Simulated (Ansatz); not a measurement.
Calculated with Ansatz (gas phase, PBE0-D4/def2-TZVP geometries, no zero-point term in ΔE). CCSD(T)/CBS adds triple-zeta CCSD(T) − MP2 to the extrapolated MP2 energy (def2 sets, frozen cores). This one scheme is used for every species. For Ge outer-core shells are correlated without core-valence functions, which leaves a few kJ/mol of doubt a bond. Scalar relativity is left out up to krypton. One conformer a species, not always the lowest.

Reaction (ligand exchange at a Ge–C bond): `[OH][GeH2][CH2][SiH](O)F` + `N[SiH](O)F` → `[OH][GeH2][NH][SiH](O)F` + `C[SiH](O)F`

`[OH][GeH2][CH2][SiH](O)F`:

```xyz
13

O    -0.656   -1.372    1.174
Ge    0.408    0.055    1.476
C     0.989    0.546   -0.311
Si   -0.371    0.429   -1.578
O    -1.063   -1.038   -1.561
F    -1.424    1.575   -1.197
H    -1.149   -1.668    1.940
H     1.559   -0.400    2.395
H    -0.430    1.146    2.166
H     1.807   -0.122   -0.597
H     1.387    1.564   -0.279
H     0.078    0.707   -2.958
H    -1.136   -1.422   -0.672
```

`N[SiH](O)F`:

Cartesian coordinates in Å:
```
N 0.465 -1.078 0.171
Si -0.496 0.319 0.056
O 0.429 1.635 -0.196
F -1.482 0.021 -1.163
H 0.090 -1.979 -0.075
H 1.207 -1.152 0.846
H -1.340 0.677 1.210
H 1.126 1.558 -0.851
```

`[OH][GeH2][NH][SiH](O)F`:

```xyz
12

O    -1.472   -0.467   -1.165
Ge   -1.265   -0.538    0.620
N     0.156    0.554    0.929
Si    1.585    0.616   -0.016
O     1.356   -0.271   -1.354
F     1.872    2.157   -0.321
H    -1.951   -1.219   -1.524
H    -2.500    0.029    1.335
H    -0.988   -2.009    0.976
H    -0.034    1.333    1.542
H     2.802    0.121    0.650
H     0.440   -0.305   -1.671
```

`C[SiH](O)F`:

```xyz
9

C     0.479    0.185    1.035
Si   -0.455    0.261   -0.561
O     0.123   -0.766   -1.693
F    -1.980   -0.099   -0.233
H     0.061    0.890    1.758
H     1.530    0.439    0.879
H     0.431   -0.814    1.477
H    -0.437    1.593   -1.197
H     0.248   -1.688   -1.464
```

| species | CCSD(T)/CBS(def2) energy (Eh) |
| --- | --- |
| `[OH][GeH2][CH2][SiH](O)F` | -2657.76749 |
| `N[SiH](O)F` | -521.31725 |
| `[OH][GeH2][NH][SiH](O)F` | -2673.84749 |
| `C[SiH](O)F` | -505.24344 |

**Question.** Work out ΔE.

**Answer.** ΔE = (-2673.84749) + (-505.24344) − (-2657.76749) − (-521.31725) = -0.00619 Eh = -3.9 kcal/mol.

Largest T1 diagnostic among the species: 0.012.

In def2-TZVPP, CCSD(T) changes the Hartree–Fock value by +2.1 kcal/mol (the triples alone add +0.1 kcal/mol) and MP2 by +2.2 kcal/mol.
